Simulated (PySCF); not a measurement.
2-(isopropylthio)thiophene, C7H10S2.
SMILES with atom numbers: `[CH3:1][CH:2]([CH3:3])[S:4][c:5]1[cH:6][cH:7][cH:8][s:9]1`

Geometry (GFN2-xTB, Å), atoms numbered from 1 in this order:
```
atom  x, y, z in Å
C1    -1.6927    1.0824   -0.6236
C2    -1.4400   -0.4128   -0.6921
C3    -2.7290   -1.2166   -0.6865
S4    -0.4390   -0.9526    0.7641
C5     1.1308   -0.2880    0.3854
C6     2.1175   -0.0417    1.2941
C7     3.3068    0.4278    0.6957
C8     3.2132    0.5355   -0.6518
S9     1.6690    0.0459   -1.2369
H10   -0.7562    1.6362   -0.6096
H11   -2.2560    1.3275    0.2745
H12   -2.2649    1.3991   -1.4936
H13   -0.8415   -0.6637   -1.5719
H14   -3.3309   -0.9560   -1.5546
H15   -3.3034   -1.0037    0.2126
H16   -2.5164   -2.2825   -0.7155
H17    1.9863   -0.1880    2.3500
H18    4.1897    0.6855    1.2525
H19    3.9468    0.8750   -1.3549
```

NICS is the negative of the GIAO shielding at a point without a nucleus: at the ring centre (0) and 1 Å above and below it (1); zz is the component along the ring normal. Level: GIAO PBE0/pcSseg-1 (PySCF, non-relativistic, gas phase) on the GFN2-xTB geometry, one conformer.

Ring bond lengths (Å), with Mayer bond orders in brackets: C5–C6 1.364 (1.52), C6–C7 1.412 (1.27), C7–C8 1.355 (1.60), C8–S9 1.722 (1.14), S9–C5 1.742 (1.10).

Problem. What do the NICS probes read (ppm)?

Solution. 
```csv
ring,type,NICS(0),"NICS(1), two faces","NICS(1)zz, two faces",rms pucker (Å),"centre to ring atoms, mean (Å)"
C5–C6–C7–C8–S9,5-membered ring with S; formal bonds all aromatic,-11.5,-10.4 / -10.0,-23.9 / -23.0,0.00,1.29
```

Problem. What can be read from them?

Solution. 
- C5–C6–C7–C8–S9: mean NICS(1)zz -23.4 ppm, shielded, aromatic by this magnetic criterion (flat ring, no four-coordinate atom).

Problem. And the bond-length index? HOMA = 1 − mean of α(R − Ropt)² over the ring bonds, with Krygowski's 1993 parameters (CC: Ropt 1.388 Å, α 257.7 Å⁻²; CS: Ropt 1.677 Å, α 94.09 Å⁻²).

Solution. 
- C5–C6–C7–C8–S9: HOMA 0.77; the largest term is that of S9–C5, α(R − Ropt)² = 0.39. The geometric and the magnetic index point the same way.

Problem. What field does 9.4 T along the ring normal induce along that normal at the first NICS(1) probe listed for ring C5–C6–C7–C8–S9, 1 Å off the ring?

Solution. NICSzz × B0 = -23.9 ppm × 9.4 T = -225 μT, against the applied field.

Problem. List the ring angles and the Hirshfeld charges of the ring atoms.

Solution. 
- C5–C6–C7–C8–S9: C5 111.3° (-0.049 e), C6 112.8° (-0.089 e), C7 112.9° (-0.072 e), C8 112.2° (-0.091 e), S9 90.9° (+0.111 e); sum 540.0° against 540° for a flat convex ring.

Problem. What are the shieldings of the ring atoms and their hydrogens in the same run (means over atoms taken as equivalent)?

Solution. 
| atoms | environment | σ isotropic (ppm) | principal values of the symmetric part, first atom (ppm) |
| --- | --- | --- | --- |
| C5 | substituted aromatic carbon | 34.6 | -36.3, 31.1, 109.0 |
| C6 | aromatic CH carbon | 59.4 | -20.8, 54.2, 144.8 |
| C7 | aromatic CH carbon | 55.3 | -26.5, 42.5, 150.0 |
| C8 | aromatic CH next to a ring sulfur | 56.4 | -32.4, 58.5, 143.2 |
| S9 | thiophene-type sulfur | 273.0 | 101.3, 301.7, 416.1 |
| H17 | aromatic hydrogen | 24.81 | 21.0, 24.2, 29.2 |
| H18 | aromatic hydrogen | 24.69 | 21.6, 24.6, 27.8 |
| H19 | aromatic hydrogen | 24.69 | 21.7, 24.3, 28.1 |

Hardware: Arm Neoverse V2, one thread (shared host). Cost: 41 s of wall time. This is the whole shielding run at PBE0/pcSseg-1, SCF included.
